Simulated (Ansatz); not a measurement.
A made-up structure of H₂SeO₂, closed shell:

O1  (-0.775, 0.428, -0.550)
Se2  (-0.460, 0.114, 0.993)
O3  (0.883, -0.455, 0.321)
H4  (-0.931, -0.485, -0.843)
H5  (1.284, 0.398, 0.080)
(Å)

It is relaxed with PBE-D4/def2-SVP and then PBE0-D4/def2-TZVP (Ansatz 0.2.0). Atoms count as bonded within 1.22 times the sum of their covalent radii (H–H: 0.88 Å). The end point is not checked to be a true minimum.

Q: Does its bonding change? (Judge from chemistry; the calculation decides.)

A: Computed: No: no bond forms or breaks.

Where it ends: The first stage lowers the energy by 2.83 eV in 7 steps. It ends as H₂SeO₂ ([OH][Se][OH]):
```json
{"atom": "O1", "x (Å)": "-1.1263", "y (Å)": "0.3800", "z (Å)": "-0.6964"}
{"atom": "Se2", "x (Å)": "-0.4257", "y (Å)": "0.1062", "z (Å)": "0.9188"}
{"atom": "O3", "x (Å)": "1.2249", "y (Å)": "-0.4046", "z (Å)": "0.4835"}
{"atom": "H4", "x (Å)": "-1.4193", "y (Å)": "-0.4726", "z (Å)": "-1.0364"}
{"atom": "H5", "x (Å)": "1.7464", "y (Å)": "0.3911", "z (Å)": "0.3304"}
```

Labels in which every atom is bracketed show which atoms are joined, not bond orders.

For scale, one of the runs: PBE0-D4/def2-TZVP relaxation, 122 basis functions, launched by `ansatz run in.yaml --threads 2 --pin off --events-out ev --progress --plain --max-ram 4352MiB`. Hardware: 2 CPU threads of an Arm Neoverse V2, shared host. Wall time about 14 s.
